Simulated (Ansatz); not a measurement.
Reaction (ligand exchange at a Zr–Br bond): `[F][Zr]([F])([F])[Br]` + `CC(C)N` → `CC(C)[NH][Zr]([F])([F])[F]` + HBr

Gas-phase electronic energies from Ansatz, PBE0-D4/def2-TZVP geometries. CCSD(T)/CBS adds triple-zeta CCSD(T) − MP2 to the extrapolated MP2 energy (def2 sets, frozen cores). DFT in def2-TZVPP. B3LYP here is the variant with VWN-RPA as its local correlation; programs differ in this. def2 core potentials past Kr. For Br, Zr outer-core shells are correlated without core-valence functions, which leaves a few kJ/mol of doubt a bond. Scalar relativity is left out up to krypton. Each species was taken in one conformer, which may not be the lowest.

Problem. Is it downhill or uphill in electronic energy at CCSD(T)/CBS, and by how much? (An estimate is asked.)

Solution. Ansatz gave: Uphill: ΔE = +0.86 eV.

Problem. What do these levels give: r2SCAN-D4, B3LYP-D4, BLYP, r2SCAN, CAM-B3LYP, HF/def2-QZVPP? (An estimate is asked.)

Solution. Ansatz gave: r2SCAN-D4 0.93, B3LYP-D4 0.86, BLYP 0.94, r2SCAN 0.95, CAM-B3LYP 0.92, HF/def2-QZVPP 1.15 eV.

Largest T1 diagnostic among the species: 0.016.

At CCSD(T), def2-SVP lies −0.17 eV from the extrapolated value and def2-TZVPP −0.03 eV. In def2-TZVPP, CCSD(T) changes the Hartree–Fock value by −0.32 eV (the triples alone add −0.03 eV) and MP2 by −0.30 eV.
